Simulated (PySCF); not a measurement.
**Bonding in `C(=C1CC1)[SiH]1COC1`**

C₆H₁₀OSi.
Atom-mapped SMILES: `[CH:1](=[C:2]1[CH2:3][CH2:4]1)[SiH:5]1[CH2:6][O:7][CH2:8]1` (hydrogens: H9 on C1; H10, H11 on C3; H12, H13 on C4; H14 on Si5; H15, H16 on C6; H17, H18 on C8)

Structure used (GFN2-xTB), in Å, numbered top down from 1:
```
atom  x, y, z in Å
C1     0.4911   -0.6443    0.0040
C2     1.7087   -0.1522    0.0676
C3     3.1540   -0.3385   -0.0640
C4     2.5634    1.0047    0.3283
Si5   -1.0496    0.3633    0.3602
C6    -2.4385   -0.5022    1.3717
O7    -3.3528   -0.4731    0.2667
C8    -2.5608    0.0774   -0.7951
H9     0.3710   -1.6876   -0.2698
H10    3.6763   -0.9104    0.6900
H11    3.5758   -0.4463   -1.0533
H12    2.5857    1.8071   -0.3952
H13    2.6869    1.3423    1.3475
H14   -0.7922    1.7597    0.7203
H15   -2.2614   -1.5358    1.6862
H16   -2.8633    0.0402    2.2203
H17   -3.0554    0.9588   -1.2112
H18   -2.4476   -0.6569   -1.5992
```

Bond orders from the PBE0/pcSseg-1 density (PySCF). The structure is a single GFN2-xTB conformer in the gas phase; no vibrational or solvent corrections.

Where do the orders between heavy atoms depart from those drawn in the SMILES?

The largest departure is 0.097, at C6–O7 (drawn single, 0.903) and O7–C8 (drawn single, 0.903).

Give the Mayer order of every bond between heavy atoms, beside its length.

```csv
bond,drawn as,length (Å),Mayer order
C1–C2,double,1.315,1.935
C2–C3,single,1.463,0.959
C3–C4,single,1.519,0.980
C1–Si5,single,1.875,0.910
Si5–C6,single,1.924,0.928
C6–O7,single,1.435,0.903
O7–C8,single,1.434,0.903
C4–C2,single,1.462,0.961
C8–Si5,single,1.924,0.928
```

By pair of heavy elements: C–C: lowest C2–C3 and C4–C2 (0.959, 1.463 Å), highest C1–C2 (1.935, 1.315 Å); in 1 of the 6 pairs the longer bond (by over 0.003 Å) has the higher order (by 0.02 or more). C–Si: all 3 within 0.02 of one another (0.910 to 0.928). C–O: all 2 within 0.02 of one another (0.903 to 0.903). Bonds named together lie within 0.004.

And the bonds to hydrogen?

C–H: 0.91 to 0.95 (9 bonds); H–Si: 0.93 (1 bond).

Sum the orders of all bonds at each heavy atom with more than one neighbour and set the sums beside the valence in the SMILES.

C1 3.758 (drawn 4), C2 3.855 (drawn 4), C3 3.817 (drawn 4), C4 3.819 (drawn 4), Si5 3.691 (drawn 4), C6 3.715 (drawn 4), O7 1.806 (drawn 2), C8 3.715 (drawn 4). Orders between atoms that aren't bonded are not in these sums.

The Mayer order sums products of elements of PS (density times overlap matrix) between the two atoms' basis functions, so it depends on the basis set.

The run behind these numbers computed NMR shieldings as well. Time: 59 s; peak memory 0.85 GiB. Hardware: Arm Neoverse N1, one thread, shared host with 64 logical CPUs at a one-minute load of 62.
